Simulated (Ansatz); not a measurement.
Consider the redistribution: `[F][Ga]([F])[I]` + `[CH3][Ge]([CH3])([F])[Cl]` → `[CH3][Ga]([F])[I]` + `[CH3][Ge]([F])([F])[Cl]`.

Calculated with Ansatz (gas phase, PBE0-D4/def2-TZVP geometries, no zero-point term in ΔE). CCSD(T)/CBS adds triple-zeta CCSD(T) − MP2 to the extrapolated MP2 energy (def2 sets, frozen cores). DFT in def2-TZVPP. Elements past krypton have def2 core potentials. For Ga, Ge, I outer-core shells are correlated without core-valence functions, which leaves a few kJ/mol of doubt a bond. Scalar relativity is left out up to krypton.

```json
{"level": "PBE-D4", "ΔE (eV)": "-0.03"}
{"level": "r2SCAN-D4", "ΔE (eV)": "-0.03"}
{"level": "B2PLYP", "ΔE (eV)": "-0.01"}
{"level": "CCSD/CBS(def2)", "ΔE (eV)": "-0.03"}
```

(1) What does CCSD(T)/CBS give? (Best estimate.)

Largest T1 diagnostic among the species: 0.013.

Answers

(1) Computed: -0.03 eV. The listed levels differ from it by 0.00, 0.00, 0.02, 0.00 eV.
